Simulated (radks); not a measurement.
Gd22+, 42 electrons, occupied as [Kr] 4d6 (the NIST ground configuration). All-electron calculation, scalar-relativistic Kohn-Sham, LB94 model potential, spin-polarised, spherical densities, finite nucleus; open shells are filled with parallel spins first (spin-orbit coupling, left out, can overturn this in heavy ions); Fermi nuclear charge, rms radius 5.1569 fm. Program: a radial shooting solver on a logarithmic mesh with Libxc functionals. Some entries of the table are withheld. Estimate them.

orbital,occ.,eigenvalue (hartree),r(max) (bohr),<r^2> (bohr^2)
1s down,1,-1871.895,0.01391,0.0006530
1s up,1,-1871.890,0.01391,0.0006530
2s up,1,-329.6032,0.07893,0.01023
2s down,1,-329.5724,0.07892,0.01023
2p up,3,-296.1759,0.06386,0.008242
2p down,3,-296.1587,0.06386,0.008238
3s up,1,-91.58548,0.2238,0.06742
3s down,1,-91.56518,0.2240,0.06750
3p up,3,-81.20582,0.2195,0.06735
3p down,3,-81.17956,0.2197,0.06744
3d up,5,-67.54843,0.1792,0.05626
3d down,5,-67.48878,0.1794,0.05636
4s up,1,-35.26821,0.5014,0.3088
4s down,1,-35.10951,0.5005,0.3079
4p up,3,-31.63967,0.5183,0.3345
4p down,3,-31.47439,0.5174,0.3338
4d up,5,-26.65568,0.5242,0.3583
4d down,1,-26.49813,0.5229,0.3573
5s up,0,(1),(2),1.015
5s down,0,(3),(4),1.020
5p up,0,-17.07872,1.008,1.114
5p down,0,-16.98824,1.010,1.120

Answer. 
(1) 5s up eigenvalue (hartree): -18.59597
(2) 5s up r(max) (bohr): 0.9613
(3) 5s down eigenvalue (hartree): -18.49824
(4) 5s down r(max) (bohr): 0.9627
